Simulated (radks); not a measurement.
Species: Zn. Configuration: [Ar] 3d10 4s2.

Calculated with a radial shooting solver on a logarithmic mesh with Libxc functionals: scalar-relativistic Kohn-Sham, BLYP, spin-polarised, spherical densities, finite nucleus; Fermi nuclear charge, rms radius 3.9283 fm.

Energy parts (hartree):
total: -1796.38460
kinetic: 1825.06317
electron-nucleus: -4328.28932
Hartree: 778.72593
exchange-correlation: -71.88438

Orbitals (lengths in bohr, moments of r in powers of bohr; <r^-3> diverges for s and p1/2; r(max) is where P^2 peaks; r(90%) holds 90 % of the orbital's charge):
orbital  occ.  eigenvalue (hartree)  <r^-3>  r(90%)   r(max)
1s          2             -350.1593       -  0.0899  0.03291
2s          2             -42.57445       -   0.350   0.1893
2p          6             -36.91318   795.2   0.324   0.1520
3s          2              -4.73890       -    1.02   0.5878
3p          6              -3.05809   103.1    1.10   0.5917
3d         10              -0.36945   9.459    1.62   0.5649
4s          2              -0.21910       -    4.12    2.081

The highest occupied level is 4s at -5.962 eV. For comparison, the ionisation energy in NIST's Atomic Spectra Database is 9.394 eV (measured). In exact Kohn-Sham theory the highest level is minus the ionisation energy, but local and semilocal functionals leave it too shallow, through self-interaction and a potential that decays too fast; potentials with the right tail come closer. Summed over all electrons, <r^2> = 33.05 bohr^2, which gives a Langevin (diamagnetic) susceptibility term of -26.2 x 10^-6 cm^3/mol.
